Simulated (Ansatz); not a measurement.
Ansatz (an electronic-structure program) input (MP2/3-21G): The .json file is the Basis Set Exchange's 3-21G.

Ansatz 0.2 input:
```yaml
crystal:
  periodic: [false, false, false]
  atoms:
    - {symbol: C, position_ang: [-0.00000000, -0.00000000, -0.76527862]}
    - {symbol: F, position_ang: [0.00000000, 0.00000000, 0.51018575]}
basis:
  gaussian:
    orbitals: 3-21G.json
magnetization: {spin_polarized: true, initial_magnetization: 1}
correlation: {method: mp2, electrons: outside_noble_gas}
```

Question: What final total energy does it give?

Answer: -136.59703 Eh.
